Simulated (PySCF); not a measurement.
A mixed set of molecules.

All values: PBE0/pcSseg-1 (PySCF) at PBE0-D3(BJ)/def2-SVP geometries, gas phase, one conformer each.

(1) Rank by HOMO–LUMO gap, highest first.
A. `C(F)[C@@H]1O[C@@H]1F`
B. `[Si@@H](C(C)C)(C)C[SiH3]`
C. `C=N[C@@H]1CCC[O+]1[AlH3-]`
D. `[AlH2-]([O]C(C)C)[N+]#CC`
E. `C#CC[P@](=O)(O)CC=C`
F. `CP(CO)c1ccco1`

(2) Rank by the highest IAO charge on any atom, highest value first.
A. `CP(CO)C1=CC=CO1`
B. `FC[C@@H]1O[C@@H]1F`
C. `C#CC[P@](=O)(O)CC=C`
D. `CC(C)[Si@H](C)C[SiH3]`
E. `CC(C)[O][AlH2-][N+]#CC`
F. `C=N[C@@H]1CCC[O+]1[AlH3-]`

(3) Rank by HOMO energy, highest first.
A. `CC#[N+][AlH2-][O]C(C)C`
B. `FC[C@@H]1O[C@@H]1F`
C. `C#CC[P@](=O)(O)CC=C`
D. `CP(CO)c1ccco1`
E. `CC(C)[Si@H](C)C[SiH3]`

Results:

(1) A (10.30 eV), B (8.60 eV), E (7.29 eV), F (6.38 eV), D (5.78 eV), C (5.61 eV).

(2) C (+1.698 e), D (+0.919 e), E (+0.720 e), A (+0.477 e), F (+0.433 e), B (+0.340 e).

(3) A (-6.65 eV), D (-6.82 eV), C (-7.42 eV), E (-7.81 eV), B (-8.79 eV).

All values together:

| SMILES | formula | μ (D) | HOMO (eV) | LUMO (eV) | lowest IAO charge (e) | highest IAO charge (e) | lowest Hirshfeld charge (e) | highest Hirshfeld charge (e) |
| --- | --- | --- | --- | --- | --- | --- | --- | --- |
| C#CC[P@](=O)(O)CC=C | C6H9O2P | 2.61 | -7.42 | -0.14 | -0.900 (O) | +1.698 (P) | -0.401 (O) | +0.480 (P) |
| CC#[N+][AlH2-][O]C(C)C | C5H12AlNO | 8.36 | -6.65 | -0.87 | -0.676 (O) | +0.720 (Al) | -0.310 (O) | +0.372 (Al) |
| CC(C)[Si@H](C)C[SiH3] | C5H16Si2 | 1.08 | -7.81 | 0.79 | -0.828 (C) | +0.919 (Si) | -0.248 (C) | +0.363 (Si) |
| FC[C@@H]1O[C@@H]1F | C3H4F2O | 1.19 | -8.79 | 1.52 | -0.390 (O) | +0.340 (C) | -0.155 (O) | +0.111 (C) |
| C=N[C@@H]1CCC[O+]1[AlH3-] | C5H12AlNO | 7.27 | -6.86 | -1.25 | -0.331 (O) | +0.433 (Al) | -0.209 (H) | +0.274 (Al) |
| CP(CO)c1ccco1 | C6H9O2P | 2.03 | -6.82 | -0.44 | -0.606 (C) | +0.477 (P) | -0.226 (O) | +0.134 (P) |

Conformers: `[CH:1]#[C:2][CH2:3][P@:4](=[O:5])([OH:6])[CH2:7][CH:8]=[CH2:9]` with C2–C3–P4–O5 -70°, C3–P4–O6–H 145°, C3–P4–C7–C8 -179°, P4–C7–C8–C9 -110°; `[CH3:1][C:2]#[N+:3][AlH2-:4][O:5][CH:6]([CH3:7])[CH3:8]` with N3–Al4–O5–C6 -76°, Al4–O5–C6–C7 -48°; `[CH3:1][CH:2]([CH3:3])[Si@H:4]([CH3:5])[CH2:6][SiH3:7]` with C1–C2–Si4–C5 67°, C2–Si4–C6–Si7 -54°; `[F:1][CH2:2][C@@H:3]1[O:4][C@@H:5]1[F:6]` with F1–C2–C3–O4 174°; `[CH2:1]=[N:2][C@@H:3]1[CH2:4][CH2:5][CH2:6][O+:7]1[AlH3-:8]` with C1–N2–C3–C4 -103°, N2–C3–C4–C5 -141°, C3–C4–C5–C6 2°, C4–C5–C6–O7 22°, C5–C6–O7–Al8 100°; `[CH3:1][P:2]([CH2:3][OH:4])[c:5]1[cH:6][cH:7][cH:8][o:9]1` with C1–P2–C3–O4 42°, P2–C3–O4–H 55°, C1–P2–C5–C6 125°.
